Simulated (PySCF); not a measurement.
H₆S, SMILES [H][S@OH27]([H])([H])([H])([H])[H]. Atoms are numbered in the order given.

```xyz
7

S      0.0000     0.0000     0.0000
H      0.0000     1.4063     0.0000
H      0.0000    -1.4063     0.0000
H     -1.4063     0.0000     0.0000
H      1.4063     0.0000     0.0000
H      0.0000     0.0000     1.4063
H      0.0000     0.0000    -1.4063
```
Charge 0, spin multiplicity 1.

Coordinates come from a ωB97X-D3(BJ)/def2-TZVP optimisation.

These are PBE/pcJ-1 (PySCF) values and carry that method's errors.

Isotropic couplings with Fermi-contact, spin-dipole and both spin-orbit terms, one fixed conformer, no vibrational averaging. Isotopes: 1H.

```csv
pair,bonds apart,J (Hz)
H2–H3,2,…
H2–H4,2,…
H2–H5,2,…
H2–H6,2,…
H2–H7,2,…
H3–H4,2,…
H3–H5,2,…
H3–H6,2,…
H3–H7,2,…
H4–H5,2,…
H4–H6,2,…
H4–H7,2,…
H5–H6,2,…
H5–H7,2,…
H6–H7,2,…
```

### Question
Complete the blanks. (Estimate from the structure and the level; the computed values follow.)

### Answer

- H2–H3, J (Hz): 9.1
- H2–H4, J (Hz): 49.8
- H2–H5, J (Hz): 49.8
- H2–H6, J (Hz): 49.8
- H2–H7, J (Hz): 49.8
- H3–H4, J (Hz): 49.8
- H3–H5, J (Hz): 49.8
- H3–H6, J (Hz): 49.8
- H3–H7, J (Hz): 49.8
- H4–H5, J (Hz): 9.1
- H4–H6, J (Hz): 49.8
- H4–H7, J (Hz): 49.8
- H5–H6, J (Hz): 49.8
- H5–H7, J (Hz): 49.8
- H6–H7, J (Hz): 9.1
